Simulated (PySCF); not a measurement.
CH7GeN. Atoms are numbered in the order given.

```xyz
10

Ge     0.3528    -0.0369     0.0000
C     -0.6623     1.6381     0.0000
N     -0.6693    -1.5687     0.0000
H      1.2312    -0.1062    -1.2654
H      1.2312    -0.1062     1.2654
H     -1.3021     1.7043     0.8926
H     -1.3021     1.7043    -0.8926
H      0.0221     2.5002     0.0000
H     -1.2556    -1.6812     0.8231
H     -1.2556    -1.6812    -0.8231
```
Charge 0, spin multiplicity 1.

The structure is a stationary point at PBE0-D3(BJ)/def2-SVP. This is a generated structure with no PubChem entry under its InChIKey; it may be hypothetical. The values are those of a single conformer.

The numbers are results of PBE0-D3(BJ)/def2-SVP (PySCF), not measurements.

Frequencies are harmonic and unscaled.

```
mode  ν (cm⁻¹)  IR (km/mol)  Raman (Å⁴/amu)  depolarisation  moving atoms (share of kinetic energy)
----  --------  -----------  --------------  --------------  --------------------------------------
1          135          0.6             0.0               –                                  H 96 %
2          159         30.2             1.4            0.75                                  H 93 %
3          193          5.8             3.2            0.71         H 31 %, N 30 %, C 22 %, Ge 16 %
4          426         21.4             1.4            0.75                                  H 92 %
5          533        172.2             4.3            0.07                          H 70 %, N 28 %
6          599         44.8            15.3            0.22                 C 62 %, H 22 %, Ge 15 %
7          643         12.2             8.2            0.75                                  H 97 %
8          678         67.5             7.7            0.22                 N 46 %, H 36 %, Ge 16 %
9          740         50.2             7.2            0.75                          H 68 %, N 19 %
10         853        100.3            10.7            0.75                                  H 90 %
11         855         33.4             7.3            0.75                          H 81 %, C 17 %
12         862         69.2            20.2            0.74                                  H 95 %
13         924         19.3             7.2            0.75                          H 86 %, N 12 %
14        1250         11.3             1.4            0.03                          H 80 %, C 20 %
15        1432          4.2            12.0            0.75                                  H 96 %
16        1433          2.8            11.9            0.75                                  H 96 %
17        1553         18.0             5.3            0.75                           H 91 %, N 9 %
18        2148        112.1           199.9            0.08                                  H 99 %
19        2149        163.6            94.8            0.75                                  H 98 %
20        3060          5.4           140.3            0.00                                  H 97 %
21        3170          4.5            93.3            0.74                           H 91 %, C 9 %
22        3173          4.5            77.1            0.75                           H 91 %, C 9 %
23        3569         10.0           122.5            0.11                                  H 96 %
24        3667         14.6            70.9            0.75                           H 92 %, N 8 %
```
